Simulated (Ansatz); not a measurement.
The first iterations of a band of a periodic cell of 19 atoms, C₁₈Se (surface graphene monolayer, adsorbate Se).

Computed with DFT PBEsol, scalar-relativistic, plane waves, PAW in Ansatz. Settings: cutoff 420 eV, k mesh 2x2x1, gaussian smearing 0.05 eV, no spin polarisation.

| Property | Result |
| --- | --- |
| movable images | 3 |
| climbing image | yes |
| spring | 5.0 eV/Å² |
| optimiser | quadratic models (default) |
| start path | straight line |
| force threshold | 0.05 eV/Å |
| iteration limit | 80 |
| end points | relaxed |

Image 0:

```xyz
19
Lattice="7.3980 0.0000 0.0000 -3.6990 6.4069 0.0000 0.0000 0.0000 11.0000" Properties=species:S:1:pos:R:3
C 0.031 0.022 0.943
C 1.265 0.741 0.940
C -1.181 2.154 1.231
C 0.051 2.897 0.999
C -2.427 4.327 0.999
C -1.213 5.015 0.922
C 2.489 0.035 0.898
C 3.723 0.751 0.923
C 1.271 2.170 0.943
C 2.492 2.873 0.943
C 0.039 4.292 0.922
C 1.274 5.008 0.898
C 4.976 0.028 0.923
C 6.189 0.715 0.999
C 3.712 2.146 0.999
C 4.943 2.889 1.231
C 2.497 4.301 0.940
C 3.732 5.020 0.943
Se -1.817 2.521 3.197
```

Image 4:

Only the atoms that move by more than 0.05 Å are listed.
```
C1 0.039 0.056 0.999
C3 -1.202 2.158 0.943
C4 0.032 2.877 0.940
C5 -2.414 4.289 1.231
C6 -1.182 5.033 0.999
C14 6.198 0.749 0.943
C15 3.743 2.164 0.923
C16 4.956 2.851 0.999
C17 2.479 4.281 0.999
C18 3.710 5.025 1.231
Se19 -3.050 4.657 3.197
```

| iteration | highest image above the first end (eV) | largest band force component (eV/Å) |
| --- | --- | --- |
| 1 | 0.377 | 1.343 |
| 2 | 0.268 | 0.860 |

Problem. Does the band converge within its limit, and where does its top end?

Solution. The run converged. It ended after 6 iterations with the highest image 0.233 eV above the first end. The profile has 2 maxima (images 1, 3) with wells between them (image 2): this band takes more than one step, which may be the mechanism or a detour left from its start path. By the program's own check the climbing image is of a kind that is not told: the force calls were inconclusive, a negative curvature could not be distinguished from the path's own, the only one lies far off the path, or fixed occupations may fill a level only in part (lowest curvatures found: -1.20 and 0.89 eV/Å²). Limits of this set-up: coarse k mesh, slab without dipole correction.

The run took 5.8 min on 1 thread of Arm Neoverse V2, on a shared host, peak memory 0.93 GiB.
